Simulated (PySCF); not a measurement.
**Polarisability and C₆ of Fe (iron, neutral)**

[Ar] 3d6 4s2, high-spin 5D determinant. Computed with PySCF 2.14 in aug-cc-pVQZ-DK (9s8p6d4f3g2h, 140 functions), with scalar relativity by spin-free X2C-1e. Coupled (time-dependent) response in atomic units; α is the mean over directions.

| method | mean α (bohr³) | α xx, yy, zz | C₆ (like pair) | S(−4) |
| --- | --- | --- | --- | --- |
| UHF | 82.07 | 81.11, 81.11, 83.98 | 781.1 | 5927 |

S(−4) is the Cauchy moment in α(ω) = α(0) + S(−4) ω² + …

Reference α: 62 ± 4 bohr³ (recommended; Schwerdtfeger and Nagle, table of static dipole polarizabilities (2023 update)). Published C₆: 482.0 (Chu and Dalgarno (2004); Tang, Norbeck and Certain (1976)).

Hartree-Fock lies above the reference because it lacks correlation, which contracts the outer shell.

α(iu) at UHF:

| u (hartree) | α(iu) (bohr³) |
| --- | --- |
| 0 | 82.07 |
| 0.0500 | 71.76 |
| 0.100 | 55.56 |
| 0.200 | 31.27 |
| 0.300 | 19.14 |
| 0.500 | 9.541 |
| 0.750 | 5.465 |
| 1.00 | 3.725 |
| 1.50 | 2.203 |
| 2.00 | 1.517 |
| 3.00 | 0.8759 |
| 5.00 | 0.4135 |

A single London oscillator, α(iu) = α/(1 + u²/ω²), gives C₆ = (3/4) ω α². Matching the computed C₆ needs ω = 4 × 781.1 / (3 × 82.07²) = 0.155 hartree.

The components differ because the open shell of this determinant is not spherical; for a pure term their mean is the scalar polarisability.
